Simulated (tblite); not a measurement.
Species: C5H14P2.
Geometry (GFN2-xTB, Å), atoms numbered from 1 in this order:
```
atom  x, y, z in Å
C1    -0.6495    2.6295    0.0344
C2     0.1287    1.4917   -0.6132
P3     0.2812    0.0231    0.5253
C4    -1.3315   -0.8093    0.0929
C5    -1.5635   -2.0656    0.9221
C6     1.3914   -1.0035   -0.5707
P7     3.1983   -0.6892   -0.2725
H8    -0.7000    3.4868   -0.6345
H9    -0.1670    2.9409    0.9584
H10   -1.6660    2.3207    0.2704
H11   -0.3493    1.1785   -1.5472
H12    1.1428    1.8289   -0.8474
H13   -2.1279   -0.0882    0.2956
H14   -1.3444   -1.0433   -0.9767
H15   -0.7869   -2.8051    0.7355
H16   -2.5260   -2.5120    0.6780
H17   -1.5535   -1.8266    1.9836
H18    1.1669   -0.8337   -1.6296
H19    1.2202   -2.0633   -0.3572
H20    3.1012    0.6982   -0.1580
H21    3.1257   -0.8416    1.1102
```

Calculated harmonic vibrations of the isolated species, GFN2-xTB (tblite), most abundant isotopes, no scaling. Errors from tens to a few hundred cm⁻¹ against measured bands are possible. Modes of hydrogen on phosphorus can be 10 to 20 % off. One conformer, not necessarily the lowest.

Harmonic wavenumbers (cm⁻¹): 65.6, 72.3, 81.8, 124.1, 146.5, 158.0, 196.6, 203.1, 218.2, 282.3, 320.1, 336.2, 612.8, 654.2, 672.3, 704.2, 749.3, 763.0, 773.9, 866.4, 878.2, 982.8, 994.4, 1014.2, 1019.7, 1067.9, 1076.4, 1081.3, 1141.0, 1154.0, 1224.4, 1228.4, 1257.1, 1258.6, 1396.9, 1411.0, 1412.4, 1439.4, 1447.2, 1498.0, 1498.7, 1500.3, 1501.1, 2260.7, 2329.4, 2904.5, 2916.9, 2922.9, 2931.6, 2940.8, 2951.7, 3016.8, 3018.1, 3023.6, 3025.8, 3033.9, 3034.3.

A = 1826, B = 1155, C = 769.6 MHz; mass 136.057 u (most abundant isotopes); point group C1, symmetry number 1.

Zero-point energy?

Half the sum of the wavenumbers: 38398 cm⁻¹ = 109.78 kcal/mol.

What is S at 200 K and 1 bar for an ideal gas of classical rigid rotors and harmonic oscillators?

Translation 38.68, rotation 28.48, vibration 23.08: S = 90.2 cal/(mol K).

And Cp and H(200 K) − H(0)?

Cp = 31.50 cal/(mol K), of which vibrations give 23.55 (their classical limit is 57 R = 113.3); H(200 K) − H(0) = 4.14 kcal/mol without the zero-point energy, 2.55 from vibrations.

How do the functions run with temperature in this model?

| T (K) | S (cal/(mol K)) | Cp (cal/(mol K)) | H − H(0) (kcal/mol) | G − H(0) (kcal/mol) | ln q(vib) |
| --- | --- | --- | --- | --- | --- |
| 100 | 71.9 | 22.1 | 1.44 | -5.75 | 1.92 |
| 300 | 104.9 | 41.5 | 7.78 | -23.68 | 8.31 |
| 500 | 130.7 | 60.7 | 18.07 | -47.29 | 14.14 |
| 800 | 163.9 | 80.4 | 39.48 | -91.65 | 22.31 |
| 1000 | 182.9 | 89.3 | 56.50 | -126.36 | 27.35 |

q(vib) and H(0) count from the zero-point level.

Which modes carry the vibrational entropy at 200 K?

65.6 cm⁻¹: 3.50; 72.3 cm⁻¹: 3.31; 81.8 cm⁻¹: 3.07; 124.1 cm⁻¹: 2.28; 146.5 cm⁻¹: 1.97; 158.0 cm⁻¹: 1.84 cal/(mol K); the other 51 give 7.12 together.

Blend soft modes into free rotors: weight 1/[1 + (100 cm⁻¹/ν̃)⁴] for the oscillator and the rest for a rotor with moment μB/(μ + B), μ = h/(8π²ν), B = 10⁻⁴⁴ kg m². What vibrational entropy results?

21.97 cal/(mol K) in place of 23.08, which changes −T·S at 200 K by +0.22 kcal/mol.

What must be added to the electronic energy to get the Gibbs energy at 200 K and 1 bar?

ZPE + [H(200 K) − H(0)] − T·S = 109.78 + 4.14 − 18.05 = 95.87 kcal/mol.

Hindered rotation and anharmonicity are outside this model. Other conformers, if any are populated, would add a mixing term that is left out. The structure is chiral; the term R ln 2 for an equal mix with its mirror image is left out.

Hardware: Arm Neoverse V1, one thread, no GPU, shared host with 32 logical CPUs at a one-minute load of 22. Cost: 0.87 s of wall time. The figure is for the frequency step alone.
